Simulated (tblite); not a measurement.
A tight-binding relaxation on `C=C=C=C[N+](C)(C)C`.

Computed with GFN2-xTB geometry optimisation, gas phase (tblite 0.8.0). Start geometry: from a force field or distance geometry. A driver script takes a list of jobs; this job's settings line and coordinates (Å) are shown.

Input:
```
{"job": {"kind": "relax", "xc": "GFN2-xTB", "basis": "xTB"}, "charge": 1, "multiplicity": 1}
C      3.968100     0.011900    -0.059100
C      2.701600    -0.071900    -0.401300
C      1.479100    -0.153700    -0.701100
C      0.228800    -0.225400    -1.020300
N     -0.862300     0.034500    -0.154700
C     -1.830900    -1.042100    -0.437400
C     -0.604800     0.001000     1.236900
C     -1.455300     1.326200    -0.527500
H      4.734800    -0.199500    -0.812900
H      4.293400     0.289600     0.940400
H     -0.013100    -0.546800    -2.042500
H     -2.526000    -0.768000    -1.257400
H     -1.243700    -1.921900    -0.816500
H     -2.327300    -1.388200     0.467400
H     -0.017300     0.851500     1.616100
H     -1.577700     0.043200     1.828500
H     -0.182000    -0.994500     1.514400
H     -0.679700     2.082700    -0.418800
H     -2.279700     1.496200     0.184800
H     -1.811200     1.185900    -1.551800
```

Task: What does the run print?

Result: 
```
step      E/eV     max force
  0    -639.32167    2.913
  1    -639.55286    1.116
  2    -639.60076    1.908
  3    -639.64569    1.187
  4    -639.68814    0.840
  5    -639.72400    0.516
  6    -639.74233    0.296
  7    -639.75458    0.250
  8    -639.76767    0.302
  9    -639.77764    0.205
... (95 lines left out)
105    -639.91836    0.027
106    -639.91849    0.035
107    -639.91856    0.065
108    -639.91864    0.022
109    -639.91870    0.028
110    -639.91876    0.020
111    -639.91879    0.016
112    -639.91883    0.018
113    -639.91886    0.010
114    -639.91888    0.008
```

«max force» is the largest atomic force in eV/Å.

Task: From which step on does the largest force stay under 0.1 eV/Å, and how much energy is left to gain from there?

Result: From step 38 (0.090 eV/Å), 10.9 meV above the end.

In short: energy lowered by 13.8 kcal/mol over 114 steps; largest atomic force 0.008 eV/Å at the end.

Task: Give the final coordinates.

Result: 0.323 Å rms from the input after alignment:
```
atom  x, y, z in Å
C1     3.9502   -0.1580   -0.0054
C2     2.6969   -0.1202   -0.3556
C3     1.4874   -0.0815   -0.7108
C4     0.2433   -0.0393   -1.1097
N5    -0.9071    0.0346   -0.1932
C6    -1.7678   -1.1412   -0.4277
C7    -0.4635    0.0500    1.2108
C8    -1.6568    1.2713   -0.4892
H9     4.7338   -0.2116   -0.7436
H10    4.2504   -0.1379    1.0296
H11   -0.0370   -0.0544   -2.1515
H12   -2.1105   -1.1580   -1.4613
H13   -1.2074   -2.0548   -0.2335
H14   -2.6350   -1.1089    0.2302
H15    0.1766    0.9126    1.3882
H16   -1.3256    0.1037    1.8730
H17    0.1016   -0.8537    1.4333
H18   -1.0120    2.1369   -0.3436
H19   -2.5201    1.3561    0.1692
H20   -2.0024    1.2650   -1.5219
```

The run took 0.57 s on an Arm Neoverse V2 with one thread, shared host with 96 logical CPUs at a one-minute load of 54.
Labels such as C1 count atoms from 1, the log's own numbers from 0.
